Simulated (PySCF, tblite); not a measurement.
Species: C5H7F5O2.
Cartesian coordinates in Å at the GFN2-xTB level; atoms count from 1:
```
atom  x, y, z in Å
C1     2.0966   -1.0400    0.7250
C2     1.0230   -1.1014   -0.3537
C3    -0.0420   -0.0354   -0.1321
O4    -1.0944   -0.1475   -1.0914
C5    -2.2621   -0.6396   -0.6608
F6    -2.7660    0.0371    0.3954
F7    -2.1382   -1.9188   -0.2167
O8     0.5728    1.2294   -0.3253
C9    -0.0828    2.2960    0.1134
F10   -1.2646    2.5056   -0.4762
F11   -0.3383    2.2506    1.4329
F12    0.6578    3.3748   -0.1012
H13    2.5836   -0.0691    0.7160
H14    1.6638   -1.2056    1.7089
H15    2.8440   -1.8065    0.5435
H16    1.4571   -0.9348   -1.3391
H17    0.5270   -2.0728   -0.3469
H18   -0.4566   -0.0944    0.8845
H19   -2.9904   -0.6185   -1.4837
```

Computed, not measured: PBE0/pcSseg-1 in PySCF (dipole) on a GFN2-xTB geometry, gas phase.

Masses are those of the commonest isotopes; rigid-rotor values at the optimised geometry. The values belong to one conformer with, in the numbering `[CH3:1][CH2:2][C@H:3]([O:4][CH:5]([F:6])[F:7])[O:8][C:9]([F:10])([F:11])[F:12]`, C1–C2–C3–O4 -176°, C2–C3–O4–C5 106°, C3–O4–C5–F6 55°, C2–C3–O8–C9 -165°.

Task: What are A, B and C (GHz)?

Result: Ia = 438.51, Ib = 685.00, Ic = 959.09 u·Å²; 505379 MHz·u·Å²/I gives 1152, 737.8 and 526.9 MHz, that is A = 1.1525, B = 0.7378, C = 0.5269 GHz.

Task: Classify the top.

Result: An asymmetric top. Ray's parameter κ = (2B − A − C)/(A − C) = -0.326; −1 is the prolate and +1 the oblate limit.

Task: Is it planar, by Δ = Ic − Ia − Ib?

Result: Not planar: Δ = Ic − Ia − Ib = -164.42 u·Å². For a rigid frame Δ = −2 Σ m c², so Σ m c² = 82.21 u·Å² lies off the ab plane: 7.08 from hydrogen and 75.13 from heavier atoms. The atom farthest from that plane is 1.61 Å away.

Task: Give the other two planar moments, Paa and Pbb, and the rms extents of the mass along the axes.

Result: Paa = Σ m a² = (Ib + Ic − Ia)/2 = 602.79 and Pbb = Σ m b² = (Ia + Ic − Ib)/2 = 356.30 u·Å². With the mass M = 194.04 u, the rms extents √(P/M) along a, b and c are 1.76, 1.36, 0.65 Å.

Task: Which types of transition are allowed, and where do some lines up to J = 4 fall?

Result: The dipole components are |μa| = 1.68 D, |μb| = 1.54 D, |μc| = 0.39 D. The squared components, which scale the intensities, stand as 1.00 : 0.83 : 0.05 (a : b : c). Some lines, for components of 0.1 D or more:

```json
{"type": "c", "branch": "Q", "J(Ka,Kc)": "3(2,2) ← 3(1,2)", "MHz": "974", "lower level (cm⁻¹)": "0.290"}
{"type": "b", "branch": "R", "J(Ka,Kc)": "2(0,2) ← 1(1,1)", "MHz": "2052", "lower level (cm⁻¹)": "0.056"}
{"type": "c", "branch": "Q", "J(Ka,Kc)": "4(3,2) ← 4(2,2)", "MHz": "2060", "lower level (cm⁻¹)": "0.514"}
{"type": "b", "branch": "Q", "J(Ka,Kc)": "3(3,0) ← 3(2,1)", "MHz": "2365", "lower level (cm⁻¹)": "0.332"}
{"type": "b", "branch": "R", "J(Ka,Kc)": "2(1,2) ← 1(0,1)", "MHz": "2733", "lower level (cm⁻¹)": "0.042"}
{"type": "b", "branch": "Q", "J(Ka,Kc)": "4(3,2) ← 4(2,3)", "MHz": "2781", "lower level (cm⁻¹)": "0.490"}
{"type": "b", "branch": "R", "J(Ka,Kc)": "4(2,2) ← 3(3,1)", "MHz": "3095", "lower level (cm⁻¹)": "0.410"}
{"type": "a", "branch": "R", "J(Ka,Kc)": "3(1,3) ← 2(1,2)", "MHz": "3443", "lower level (cm⁻¹)": "0.133"}
{"type": "c", "branch": "R", "J(Ka,Kc)": "2(2,0) ← 1(1,0)", "MHz": "4047", "lower level (cm⁻¹)": "0.063"}
{"type": "a", "branch": "R", "J(Ka,Kc)": "4(1,3) ← 3(1,2)", "MHz": "5316", "lower level (cm⁻¹)": "0.290"}
{"type": "a", "branch": "R", "J(Ka,Kc)": "4(2,2) ← 3(2,1)", "MHz": "5448", "lower level (cm⁻¹)": "0.332"}
{"type": "b", "branch": "R", "J(Ka,Kc)": "3(3,0) ← 2(2,1)", "MHz": "6441", "lower level (cm⁻¹)": "0.196"}
{"type": "c", "branch": "R", "J(Ka,Kc)": "4(1,3) ← 3(0,3)", "MHz": "6704", "lower level (cm⁻¹)": "0.244"}
{"type": "b", "branch": "R", "J(Ka,Kc)": "4(3,1) ← 3(2,2)", "MHz": "7871", "lower level (cm⁻¹)": "0.323"}
```

Task: Estimate the classical rotational partition function at 10 K, 25 K and 298.15 K.

Result: Point group C1, symmetry number σ = 1; q = (√π/σ)·√((kT/h)³/(ABC)), k/h = 20836.6 MHz/K: 7960 at 10 K, 31500 at 25 K, 1300000 at 298.15 K.

Its GFN2-xTB frequencies are all real (lowest 21 cm⁻¹). These are rigid-rotor constants of the computed structure; measured ground-state constants (B0) also hold zero-point vibration. A rigid rotor knows nothing of internal rotation, which can split or shift real lines.
